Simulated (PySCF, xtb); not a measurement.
GeF₂, SMILES [F][Ge][F] (connectivity only; charge and spin as stated), neutral, multiplicity 1.

Harmonic wavenumbers (cm⁻¹) from GFN2-xTB run with xtb at its own minimum, in rising order: 181, 424, 462.

**Question.** What does B3LYP-D3(BJ)/def2-TZVP run with PySCF give at its own minimum? (Estimate from the structure and the level; the computed values follow.)

**Answer.** 253, 649, 675. Paired by order, the mean absolute difference is 170 cm⁻¹ and the zero-point energies are 1.5 and 2.3 kcal/mol.
